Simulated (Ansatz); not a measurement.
Born–Oppenheimer molecular dynamics of FGeH3O2 (7 atoms, charge 0, multiplicity 1). It starts from a relaxed structure.

Level of theory: Ansatz 0.2.0, RKS PBE-D4/def2-SVP.

```
ensemble             : NVT, Nosé–Hoover chain
time step            : 0.5 fs
steps asked          : 300
set temperature      : 1500 K
thermostat           : time constant 20 fs, chain length 3
temperature schedule : 75 steps to 1500 K, then 225 steps to 4500 K
seed                 : 892200
```

First frame:

```xyz
7
Properties=species:S:1:pos:R:3
Ge -0.020 0.007 -0.058
F -0.017 -0.068 1.701
O 1.638 -0.007 -0.684
H 2.016 -0.906 -0.630
H -0.680 1.321 -0.507
O -0.830 -1.500 -0.560
H -1.304 -1.888 0.201
```

Question: How far do the bonds stretch over the last three quarters of this one trajectory? (Pairs bonded in most of those frames.)

Answer: 
| bond | mean (Å) | spread (Å) | shortest | longest |
| --- | --- | --- | --- | --- |
| Ge1–F2 | 1.822 | 0.129 | 1.62 | 2.06 |
| Ge1–O3 | 1.815 | 0.064 | 1.71 | 1.96 |
| Ge1–H5 | 1.550 | 0.031 | 1.49 | 1.61 |
| Ge1–O6 | 1.828 | 0.071 | 1.72 | 1.96 |
| O3–H4 | 0.980 | 0.005 | 0.97 | 0.99 |
| O6–H7 | 1.105 | 0.143 | 0.88 | 1.44 |

Mean temperature of the second half: 3962 K. The conserved energy stayed within 3.6 meV per atom of its start (net change 2.1 meV per atom), so the integration is sound. The schedule's set-point averaged 3500 K over the second half and the system 3962 K. A run of 0.15 ps of so small a system gives no equilibrium averages. The orbitals stay closed-shell, which can raise the energy where a bond breaks towards radicals; this wasn't checked here.

Time of the run: 4 min on 1 thread of AMD EPYC 9B45 (Zen 5), on a shared host, peak memory 0.14 GiB.
